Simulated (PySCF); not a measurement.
## Two-component Hartree-Fock for Be(3+) (beryllium, charge +3)

Start: 1s1; 1s1/2 filled at m_j = +1/2. Calculated with PySCF 2.14 in an even-tempered Gaussian basis (15 s from 0.83 bohr⁻², ratio 2.4; 7 p from 1.1 bohr⁻², ratio 2.4; 3 d from 2.9 bohr⁻², ratio 2.6; 3 f from 4.3 bohr⁻², ratio 2.6): generalised Hartree-Fock with the X2C-1e Hamiltonian and a Gaussian nucleus; one run each with spin-orbit coupling (SO) switched off, then screened by Boettger's factors.

| spinor shell | electrons | ε, spin-free (eV) | ε, screened SO (eV) | weight of nominal j (screened SO) | rms radius, screened SO (bohr) |
| --- | --- | --- | --- | --- | --- |
| 1s1/2 | 1 | -217.74 | -217.74 | 1.000 | 0.433 |

```csv
quantity,spin-free,screened SO
E (hartree),-8.00170,-8.00170
M_J,1/2,1/2
⟨J²⟩,0.750,0.750
⟨L²⟩,0.000,0.000
⟨S²⟩,0.750,0.750
```

Without spin-orbit coupling the j labels of p, d and f shells carry no meaning; the spin-free column gives the mean over the occupied spinors of each nl shell.
